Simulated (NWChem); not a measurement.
System meant: SiIBr, singlet; SMILES Br[Si]I

Here is an NWChem input.

```
start job
memory heap 200 mb stack 900 mb global 1100 mb
geometry units angstroms noautoz
  Si     1.266960     0.494339     0.000000
  Br    -0.269911     2.173830     0.000000
  I     -0.148870    -1.580397     0.000000
end
basis spherical
  Si library def2-svp
  Br library def2-svp
  I library def2-svp
end
ecp
  I library def2-ecp
end
dft
  xc xpbe96 cpbe96
  iterations 4
  mulliken
end
task dft energy
```

End of the output:

```
    Atom       Charge   Shell Charges
 -----------   ------   -------------------------------------------------------
    1 Si  14    13.92   2.00  1.97  1.12  0.68  5.79  0.97  1.20  0.21
    2 Br  35    35.02   2.00  2.00  1.96  1.16  0.74  5.99  5.81  2.43  2.90  7.83  2.04  0.17
    3 I   25    25.05   1.25  0.74  1.09  0.81  2.77  3.18  2.52  2.66  9.47  0.57

 center of mass
 --------------
 x =  -0.04776333 y =  -0.09061884 z =   0.00000000

 moments of inertia (a.u.)
 ------------------
        2502.312619814653           0.000000000000           0.000000000000
           0.000000000000         190.821443699848           0.000000000000
           0.000000000000           0.000000000000        2693.134063514501

     Multipole analysis of the density
     ---------------------------------

     L   x y z        total         alpha         beta         nuclear
     -   - - -        -----         -----         ----         -------
     0   0 0 0      0.000000    -37.000000    -37.000000     74.000000

     1   1 0 0      0.141624     -3.958046     -3.958046      8.057717
     1   0 1 0      0.238740    -41.497034    -41.497034     83.232808
     1   0 0 1      0.000000      0.000000      0.000000      0.000000

     2   2 0 0    -43.265490    -67.245432    -67.245432     91.225374
     2   1 1 0      0.340100     11.047386     11.047386    -21.754672
     2   1 0 1     -0.000000     -0.000000     -0.000000      0.000000
     2   0 2 0    -43.225293   -435.680116   -435.680116    828.134939
     2   0 1 1      0.000000      0.000000      0.000000      0.000000
     2   0 0 2    -42.117124    -21.058562    -21.058562      0.000000

 ------------------------------------------------------------------------
 dft energy failed                                                                                  0
 ------------------------------------------------------------------------
 ------------------------------------------------------------------------
  current input line :
    21: task dft energy
 ------------------------------------------------------------------------
 ------------------------------------------------------------------------
 This type of error is most commonly associated with calculations not reaching convergence criteria
 ------------------------------------------------------------------------
 For more information see the NWChem manual at https://nwchemgit.github.io

0:dft energy failed:Received an Error in Communication
```

Task: Can this run be used? If not, why, and what is the fix?

Result: Convergence was not reached. Cause: the SCF was allowed too few iterations. This input runs:
```
start job
memory heap 200 mb stack 900 mb global 1100 mb
geometry units angstroms noautoz
  Si     1.266960     0.494339     0.000000
  Br    -0.269911     2.173830     0.000000
  I     -0.148870    -1.580397     0.000000
end
basis spherical
  * library def2-svp
end
ecp
  I library def2-ecp
end
dft
  xc xpbe96 cpbe96
  iterations 150
  mulliken
end
task dft energy
```
It converges to -3160.45652 Ha (PBE/def2-SVP with def2 effective core potentials on I).
